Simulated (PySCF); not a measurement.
**³³S chemical shifts**

Calculated, not measured (PySCF 2.14): shielding tensors at PBE0/pcSseg-1 (GIAO), GFN2-xTB geometry. Relativity neglected, single conformer, equivalent nuclei averaged, isolated molecule.

Shieldings were converted by a linear fit to measured shifts: ³³S: δ = 158.28 − 0.937σ (rms 33.3 ppm, 20 shifts vs sulfate, solution or neat liquid). A few per cent of atoms miss by over 2 rms, more outside the fitted compound classes.

(1) Give the ³³S shifts of `CN(C)C[P@@H](=S)C(F)=C(F)F`, `N#C[SiH2]S[SiH2]O[SiH3]`.

(2) Match the shifts 961, 831, -264, -327, -473, -547 ppm to `C/C=C/CCSC[SiH3]`, `CC(=S)c1nccnc1F`, `CC(=S)[Si@H]1CC[SiH2]O1`, `CS[Si@@H](O)C#CC[SiH3]`, `C=C[SiH2]S`, `CCS[C@@H]1C[Si@H]1CC`.

Results:

(1) 
```json
{"compound": "CN(C)C[P@@H](=S)C(F)=C(F)F", "environment": "sulfur bonded to P", "δ (ppm)": "-521"}
{"compound": "N#C[SiH2]S[SiH2]O[SiH3]", "environment": "sulfur bonded to 2 Si", "δ (ppm)": "-568"}
```

(2) 961: CC(=S)[Si@H]1CC[SiH2]O1 (thione sulfur); 831: CC(=S)c1nccnc1F (thione sulfur); -264: CCS[C@@H]1C[Si@H]1CC (sulfide sulfur); -327: C/C=C/CCSC[SiH3] (sulfide sulfur); -473: CS[Si@@H](O)C#CC[SiH3] (sulfur bonded to C, Si); -547: C=C[SiH2]S (sulfur bonded to Si, H).
